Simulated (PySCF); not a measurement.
Ionisation energy of P⁺ by level of theory

P⁺ [Ne] 3s2 3p2 (3P) → P²⁺ [Ne] 3s2 3p1 (2P), as a difference of total energies. Computed with PySCF 2.14 in aug-cc-pwCVQZ (10s9p7d5f3g, 134 functions), with the non-relativistic Hamiltonian (point nucleus). Correlated levels: valence and next inner shell: 1s2 frozen. The calculations carry no spin-orbit coupling.

Order these methods by the ionisation energy they give, lowest first.
A. CCSD (valence and next inner shell)
B. SCS-MP2 (valence and next inner shell)
C. MP2 (valence and next inner shell)
D. UHF

D (19.168 eV), B (19.602 eV), C (19.697 eV), A (19.717 eV).

The reference lies between the lowest fine-structure levels, while these numbers refer to the centres of the terms.

For comparison: 19.769 eV (semi-empirical (NIST evaluation); NIST Atomic Spectra Database, ionization energies).
